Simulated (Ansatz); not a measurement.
`FC1=C(F)[SiH2]1` → 2 C• + 2 F• + 2 H• + Si•  (atomization)

Computed with Ansatz on PBE0-D4/def2-TZVP structures; ΔE is electronic, products minus reactants. CCSD(T)/CBS is the MP2 limit (def2-TZVPP, def2-QZVPP) plus CCSD(T) − MP2 in def2-TZVPP, frozen cores. This one scheme is used for every species, atoms too. Functionals use def2-TZVPP. Open shells (•) are unrestricted, without spin–orbit coupling. Spin–orbit coupling would lower the free atoms: a little for C, F, Si.

```tsv
species	PBE-D4 energy (Eh)
`FC1=C(F)[SiH2]1`	-566.19762
C•	-37.79597
F•	-99.66912
H•	-0.49962
Si•	-289.22289
```

Q: Work out ΔE.

A: ΔE = 2 × (-37.79597) + 2 × (-99.66912) + 2 × (-0.49962) + (-289.22289) − (-566.19762) = 1.04531 Eh = +655.9 kcal/mol. CCSD(T)/CBS gives +623.7 kcal/mol.

Largest T1 diagnostic among the species: 0.014.

From r2SCAN to r2SCAN0 (25 % exact exchange), in def2-TZVPP and without D4, ΔE moves by −19.5 kcal/mol: exact exchange takes away binding that semilocal exchange gives to molecules. The D4 term adds +5.0 kcal/mol with B3LYP and +2.6 kcal/mol with PBE0; it sums over pairs of atoms, weighted by their polarisabilities, and B3LYP, whose exchange is more repulsive, gets the larger term. Leaving LDA and LC-ωPBE aside and taking each functional with its dispersion term where it has one, the values, not all of them listed here, spread over 64.1 kcal/mol, from BHLYP-D4 to PBE-D4. LDA lies +99.8 kcal/mol from PBE without D4, its usual overbinding.

B3LYP here is the variant with VWN-RPA as its local correlation; programs differ in this.

For atomizations the MP2-based limit and the directly extrapolated one differ by several kJ/mol either way, and by 10 to 25 for some Ge, Se and Sn compounds, so smaller differences from it don't rank the levels.
